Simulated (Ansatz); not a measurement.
`C[O][Al]([Cl])[Cl]` + H₂O → `C[O][Al]([OH])[Cl]` + HCl  (formal hydrolysis of the Al–Cl bond)

Program: Ansatz. Geometries: PBE0-D4/def2-TZVP. ΔE: electronic, gas phase. CCSD(T)/CBS is the MP2 limit (def2-TZVPP, def2-QZVPP) plus CCSD(T) − MP2 in def2-TZVPP, frozen cores. This one scheme is used for every species. DFT in def2-TZVPP. One conformer a species, not always the lowest.

(1) Is it downhill or uphill in electronic energy at CCSD(T)/CBS, and by how much? (Best estimate.)

(2) What do these levels give: PBE-D4, revPBE-D4, r2SCAN-D4, PBE0-D4, r2SCAN0-D4, BLYP, r2SCAN, PBE0, r2SCANh, BHLYP, MP2/def2-QZVPP, MP2/CBS(def2)? (Best estimate.)

Largest T1 diagnostic among the species: 0.011.

## Answers

(1) Ansatz gave: Uphill: ΔE = +27.3 kJ/mol.

(2) The calculation gave: PBE-D4 26.3, revPBE-D4 27.1, r2SCAN-D4 24.8, PBE0-D4 29.0, r2SCAN0-D4 27.0, BLYP 17.7, r2SCAN 24.5, PBE0 27.8, r2SCANh 25.4, BHLYP 22.3, MP2/def2-QZVPP 27.0, MP2/CBS(def2) 29.4 kJ/mol.

From BLYP to BHLYP (50 % exact exchange), in def2-TZVPP and without D4, ΔE moves by +4.6 kJ/mol. Leaving LDA and LC-ωPBE aside and taking each functional with its dispersion term where it has one, the values, not all of them listed here, spread over 10.0 kJ/mol, from CAM-B3LYP-D4 to HSE06-D4. LDA lies −4.4 kJ/mol from PBE without D4.
